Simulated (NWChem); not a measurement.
System meant: MoO2BrF; SMILES [O]=[Mo](=[O])([F])[Br]

Here is an NWChem input.

```
start job
memory heap 200 mb stack 900 mb global 1100 mb
geometry units angstroms noautoz
  Mo     0.031382     0.613455     0.000000
  O      0.884003     1.126729    -1.328755
  O      0.884003     1.126729     1.328755
  F     -1.650260     1.352847     0.000000
  Br    -0.045224    -1.787868     0.000000
end
basis spherical
  * library def2-svp
end
dft
  xc b3lyp
  iterations 150
  mulliken
end
task dft energy
```

End of the output:

```
             Northwest Computational Chemistry Package (NWChem) 7.3.0
             --------------------------------------------------------

 CS  symmetry detected

                             Geometry "geometry" -> ""
                             -------------------------

 Output coordinates in angstroms (scale by  1.889725989 to convert to a.u.)

  No.       Tag          Charge          X              Y              Z
 ---- ---------------- ---------- -------------- -------------- --------------
    1 Mo                  42.0000     0.04688138     0.67784349     0.00000000
    2 O                    8.0000     0.90398055     1.18360408    -1.32875500
    3 O                    8.0000     0.90398055     1.18360408     1.32875500
    4 F                    9.0000    -1.62819725     1.43198668     0.00000000
    5 Br                  35.0000    -0.05082661    -1.72271348     0.00000000

 Effective nuclear repulsion energy (a.u.)     822.2737063331

      Symmetry information
      --------------------

 Group name             Cs
 Group number              2
 Group order               2
 No. of unique centers     4

                                 NWChem DFT Module
                                 -----------------

 Summary of "ao basis" -> "ao basis" (spherical)
 ------------------------------------------------------------------------------
       Tag                 Description            Shells   Functions and Types
 ---------------- ------------------------------  ------  ---------------------
 Mo                         def2-svp                11       31   5s3p2d1f
 O                          def2-svp                 6       14   3s2p1d
 F                          def2-svp                 6       14   3s2p1d
 Br                         def2-svp                12       32   5s4p3d

      Symmetry analysis of basis
      --------------------------

        a'         67
        a"         38

            General Information
            -------------------
          SCF calculation type: DFT
          Wavefunction type:  closed shell.
          No. of atoms     :     5
          No. of electrons :   102
           Alpha electrons :    51
            Beta electrons :    51
          Charge           :     0
          Spin multiplicity:     1
          Use of symmetry is: on ; symmetry adaption is: on
          Maximum number of iterations: 150
          AO basis - number of functions:   105
                     number of shells:    41
          Convergence on energy requested:  1.00D-06
          Convergence on density requested:  1.00D-05
          Convergence on gradient requested:  5.00D-04

              XC Information
              --------------
                         B3LYP Method XC Potential
                     Hartree-Fock (Exact) Exchange  0.200
                        Slater Exchange Functional  0.800 local
                    Becke 1988 Exchange Functional  0.720 non-local
              Lee-Yang-Parr Correlation Functional  0.810
                  VWN I RPA Correlation Functional  0.190 local

             Grid Information
             ----------------
          Grid used for XC integration:  medium
          Radial quadrature: Mura-Knowles
          Angular quadrature: Lebedev.
          Tag              B.-S. Rad. Rad. Pts. Rad. Cut. Ang. Pts.
          ---              ---------- --------- --------- ---------
          Mo                  1.45      123           8.0       590
          O                   0.60       49           9.0       434
          F                   0.50       49          10.0       434
          Br                  1.15      112          10.0       590
          Grid pruning is: on
          Number of quadrature shells:   333
          Spatial weights used:  Erf1

      Superposition of Atomic Density Guess
      -------------------------------------

 Sum of atomic energies:       -3605.08746484

      Non-variational initial energy
      ------------------------------

 Total energy =   -3612.574929
 1-e energy   =   -6600.098538
 2-e energy   =    2165.249903
 HOMO         =      -1.727227
 LUMO         =      -1.424288

      Symmetry analysis of molecular orbitals - initial
      -------------------------------------------------

  Numbering of irreducible representations:

     1 a'          2 a"

  Orbital symmetries:

     1 a'          2 a'          3 a'          4 a'          5 a"
     6 a'          7 a'          8 a"          9 a'         10 a'
    11 a'         12 a"         13 a'         14 a"         15 a'
    16 a'         17 a'         18 a"         19 a'         20 a'
    21 a"         22 a'         23 a'         24 a'         25 a"
    26 a'         27 a"         28 a"         29 a'         30 a'
    31 a"         32 a'         33 a'         34 a"         35 a'
    36 a"         37 a'         38 a'         39 a'         40 a'
    41 a"         42 a'         43 a"         44 a'         45 a"
    46 a'         47 a"         48 a'         49 a"         50 a'
    51 a'         52 a'         53 a"         54 a'         55 a'
    56 a"         57 a'         58 a'         59 a'         60 a"
    61 a'

     ---------------------------------------------
      Total Density - Mulliken Population Analysis
     ---------------------------------------------

    Atom       Charge   Shell Charges
 -----------   ------   -------------------------------------------------------
    1 Mo  42    45.00   2.01  2.06  2.17  0.43 -0.13  6.06  7.93 -0.41 10.54  0.06 14.29
    2 O    8     9.42   1.99  1.15  0.66  4.10  1.39  0.13
    3 O    8     9.42   1.99  1.15  0.66  4.10  1.39  0.13
    4 F    9     9.44   1.99  1.12  0.75  3.63  1.89  0.06
    5 Br  35    28.73   2.00  2.00  1.99  0.58  0.35  6.00  5.97  0.27 -0.36  8.20  1.74 -0.02

   convergence    iter        energy       DeltaE   RMS-Dens  Diis-err
 ---------------- ----- ----------------- --------- --------- ---------
 d= 0,ls=0.0,diis     1  -3649.6293583215 -4.47D+03  3.30D-01  5.19D+01
 d= 0,ls=0.0,diis     2  -3560.4030803948  8.92D+01  2.29D-01  3.37D+02
 d= 0,ls=0.0,diis     3  -3655.7468092619 -9.53D+01  1.16D-01  2.36D+01
 d= 0,ls=0.0,diis     4  -3651.1363330543  4.61D+00  1.20D-01  5.75D+01
 d= 0,ls=0.0,diis     5  -3658.4549131210 -7.32D+00  3.76D-02  1.02D+00
 d= 0,ls=0.0,diis     6  -3658.5141965257 -5.93D-02  2.15D-02  5.12D-01
 d= 0,ls=0.0,diis     7  -3658.5656077276 -5.14D-02  5.55D-03  6.41D-02
  Resetting Diis
 d= 0,ls=0.0,diis     8  -3658.5744062859 -8.80D-03  7.10D-04  8.83D-04
 d= 0,ls=0.0,diis     9  -3658.5745200792 -1.14D-04  6.05D-04  1.18D-04
 d= 0,ls=0.0,diis    10  -3658.5744568676  6.32D-05  5.18D-04  6.69D-04
 d= 0,ls=0.0,diis    11  -3658.5745266040 -6.97D-05  1.24D-04  3.87D-05
 d= 0,ls=0.0,diis    12  -3658.5745315180 -4.91D-06  2.98D-05  3.66D-06
 d= 0,ls=0.0,diis    13  -3658.5745318195 -3.01D-07  1.17D-05  2.21D-07
 d= 0,ls=0.0,diis    14  -3658.5745318534 -3.39D-08  3.35D-06  9.52D-09

[...]
```

Can this run be used? If not, why, and what is the fix?

The run ends normally but its numbers are meaningless: the def2 basis of a heavy element holds valence functions alone and wants its effective core potential (without it all electrons must fit into that basis). This input runs:
```
start job
memory heap 200 mb stack 900 mb global 1100 mb
geometry units angstroms noautoz
  Mo     0.031382     0.613455     0.000000
  O      0.884003     1.126729    -1.328755
  O      0.884003     1.126729     1.328755
  F     -1.650260     1.352847     0.000000
  Br    -0.045224    -1.787868     0.000000
end
basis spherical
  Mo library def2-svp
  O library def2-svp
  F library def2-svp
  Br library def2-svp
end
ecp
  Mo library def2-ecp
end
dft
  xc b3lyp
  iterations 150
  mulliken
end
task dft energy
```
It converges to -2892.37010 Ha (B3LYP/def2-SVP with def2 effective core potentials on Mo). The faulty run gave -3658.575 Ha, with all electrons squeezed into the valence basis.
